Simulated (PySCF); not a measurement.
**Two-dimensional NMR puzzle**

Compound of formula C₇H₈F₂. Correlations simulated from computed shifts and the bond graph:

HSQC (one-bond C–H):
```
  δH     δC
7.21  140.9
6.57  118.9
6.44  131.4
6.36  139.3
6.34  134.9
5.90  131.4
5.73  130.3
5.70  130.3
```

COSY cross peaks (H two or three bonds apart, from the bond graph; peaks can be absent where the dihedral angle is near 90°):
```
  δH    δH
7.21  6.36
7.21  5.73
7.21  5.70
6.44  5.90
6.36  6.34
5.73  5.70
```

HMBC (two and three bonds, from the bond graph):
```
  δH                                 δC
7.21                139.3, 134.9, 130.3
6.57                151.0, 134.9, 131.4
6.44                151.0, 134.9, 118.9
6.36         151.0, 140.9, 134.9, 130.3
6.34  151.0, 140.9, 139.3, 131.4, 118.9
5.90                151.0, 134.9, 118.9
5.73                       140.9, 139.3
5.70                       140.9, 139.3
```

Carbons without hydrogens: δ 151.0.

Theory: PBE0/pcSseg-1 with gauge-including orbitals, structure optimised with GFN2-xTB, in PySCF 2.14.0 with density-fitted response routines (averaged over atoms made equivalent by symmetry, fast rotation or ring inversion, in vacuum, non-relativistic Hamiltonian, single conformer).

Scale: ¹H (σref 31.72), ¹³C (σref 186.93) against TMS (reference shieldings calculated alike).

Exchangeable hydrogens are left out of these lists.

Assemble the structure.

Answers

`C=C/C=C\C(=C)C(F)F`.

Structure with atom numbers: `[CH2:1]=[CH:2]/[CH:3]=[CH:4]\[C:5](=[CH2:6])[CH:7]([F:8])[F:9]`. Hydrogens are named by the atom that carries them. Ha(C1) is cis to C3; Ha(C6) is cis to C4; Hb(C1) is trans to C3; Hb(C6) is trans to C4.

1. δC 151.0 is C5, a fully substituted alkene carbon.
2. δC 140.9 is C2, an alkene CH (δH 7.21).
3. δC 139.3 is C3, an alkene CH (δH 6.36).
4. δC 134.9 is C4, an alkene CH (δH 6.34).
5. δC 131.4 is C6, a terminal =CH2 carbon (δH 5.90, 6.44).
6. δC 130.3 is C1, a terminal =CH2 carbon (δH 5.73, 5.70).
7. δC 118.9 is C7, an allylic sp3 CH bonded to 2 F (δH 6.57).
8. HMBC from δH 6.57 reaches the proton-free carbon C5.
9. HMBC from δH 6.44 reaches the proton-free carbon C5.
10. HMBC from δH 6.36 reaches the proton-free carbon C5.
11. HMBC from δH 6.34 reaches the proton-free carbon C5.
12. COSY links 7.21–6.36, 7.21–5.73, 7.21–5.70, 6.44–5.90, 6.36–6.34, 5.73–5.70.

This is the structure that produced the data.

Shifts are as computed. Against solution values, carbons near 30 ppm lie about +3 ppm off and those near 130 ppm about +5 ppm. Of 1211 compounds with measured shifts, 218 miss one by over three times the rms of a fit or turn the order of signals round; such compounds aren't used in these exercises.
